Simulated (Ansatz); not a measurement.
A nudged elastic band was laid between two geometries of H6N2SSn (10 atoms, charge 0, multiplicity 1).

Computed with RKS PBE0/def2-SVP (Ansatz 0.2.0).

| Item | Value |
| --- | --- |
| movable images | 7 |
| climbing image | yes |
| spring | 5.0 eV/Å² |
| optimiser | quadratic models (default) |
| start path | through a guess of the saddle point |
| force threshold | 0.03 eV/Å |
| iteration limit | 54 |
| end points | relaxed |

Image 0:

```xyz
10
Properties=species:S:1:pos:R:3
N -1.650 0.856 -0.089
Sn 0.282 0.250 0.074
N 0.119 -1.455 1.163
S 1.381 -0.520 -1.956
H -2.245 0.152 -0.524
H -1.768 1.723 -0.611
H 1.175 1.582 0.696
H -0.274 -1.312 2.091
H 0.997 -1.961 1.260
H 2.066 0.635 -2.102
```

Image 8:

```xyz
10
Properties=species:S:1:pos:R:3
N -1.655 0.860 -0.088
Sn 0.277 0.254 0.070
N 0.115 -1.447 1.165
S 1.368 -0.515 -1.965
H -1.777 1.712 -0.633
H -2.254 0.145 -0.496
H 1.176 1.586 0.686
H -0.252 -1.299 2.103
H 0.988 -1.965 1.240
H 2.097 0.617 -2.078
```

**Question.** Which bonds break or form, and what moves?

**Answer.** No bond is made or broken. The height of N1 over the plane of its neighbours goes from -0.37 to 0.37 Å. The two ends are copies of one structure, up to a mirror image or an exchange of like atoms.

**Question.** What energy profile does the band end with?

**Answer.** It converged. The highest image is number 2 of 0 to 8, 8.7 kJ/mol above the ends, which have the same energy within 2 meV. Beside the main top the profile has a ripple of under 15 meV (maxima at images 2, 5), which may be a very shallow well or noise. A vibrational analysis at the climbing image gives one clearly imaginary mode, 345i cm⁻¹: a first-order saddle point.

| image | path coordinate (Å) | energy (kJ/mol) | height of N1 over the plane of its neighbours (Å) |
| --- | --- | --- | --- |
| 0 | 0.00 | 0.0 | -0.37 |
| 1 | 0.39 | 1.1 | -0.31 |
| 2 | 0.79 | 8.7 | 0.09 |
| 3 | 1.37 | 6.4 | 0.35 |
| 4 | 1.96 | 7.2 | 0.38 |
| 5 | 2.55 | 7.8 | 0.41 |
| 6 | 3.13 | 5.8 | 0.41 |
| 7 | 3.72 | 1.7 | 0.39 |
| 8 | 4.31 | 0.0 | 0.37 |

**Question.** What is the geometry of the highest image?

**Answer.** 
```xyz
10
Properties=species:S:1:pos:R:3:forces:R:3
N -1.535 0.847 -0.394 -0.01 0.01 0.00
Sn 0.316 0.231 0.061 0.00 0.00 0.00
N 0.132 -1.479 1.145 0.00 0.00 0.00
S 1.571 -0.582 -1.849 0.00 0.00 0.00
H -2.270 0.206 -0.663 0.00 0.00 0.00
H -1.872 1.773 -0.167 0.00 0.00 0.00
H 1.107 1.599 0.743 0.00 0.00 0.00
H -0.323 -1.347 2.046 0.00 0.00 0.00
H 1.016 -1.960 1.301 0.00 0.00 0.00
H 1.942 0.663 -2.220 0.00 0.00 0.00
```

The band took 25 iterations and roughly 12 core-minutes.

The run took 6.7 min on 2 threads of Intel(R) Xeon(R) Platinum 8488C (Sapphire Rapids), on a shared host, peak memory 0.26 GiB.
